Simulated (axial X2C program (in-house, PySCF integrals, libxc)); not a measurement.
# Worked dissociation energy of HgB: BLYP, with spin–orbit coupling

All values were computed with an in-house relativistic program for diatomic molecules. Two-component (2c) means X2C with spin–orbit coupling and atomic mean-field two-electron Coulomb and Gaunt terms. Basis: Hg dyall-cv3z [13s14p9d6f4g], B dyall-v3z [7s6p2d1f] (cores contracted in-house); Gaussian nuclei, density fitting, unrestricted open shells. Masses: Hg 201.971 u, B 11.009 u.

Molecular state: Ω = 1/2 (⟨Sz⟩ = -0.46, ⟨Lz⟩ = 0.96 at BLYP).

* E(Hg) (2M_J = 0): -19630.701405 hartree
* E(B) (2M_J = 1): -24.659897 hartree
* E(HgB) at Re: -19655.372909 hartree
* ωe: 315.2 cm⁻¹
* ωexe: 5.89 cm⁻¹

(1) Work out De and D0.

The state is one determinant whose occupation by symmetry is held fixed; it was picked as the lowest of a PBE0 search that is not exhaustive. De is counted from the lowest determinant-based energies of the atoms at the same level, without counterpoise correction. Density functionals use the spin component along the axis (collinear). The 2c atoms are single determinants rather than J levels; their spin–orbit lowering is only partly caught, and De is too large by that part. This holds for BLYP. Without a current term, density functionals place determinants with orbital angular momentum somewhat too high. The atomic limit has a lower orbital projection than the molecule and lies lower at mean-field level, so De may be about a tenth of an eV too small.

Each atomic determinant is the lowest at this level and need not be a pure J level. Totals compare only within one Hamiltonian and basis.

## Answers

(1) De = -19630.701405 + (-24.659897) − (-19655.372909) = 0.01161 hartree = 0.316 eV. The zero-point energy is ωe/2 − ωexe/4 = 156 cm⁻¹ = 0.019 eV, so D0 = 0.296 eV.
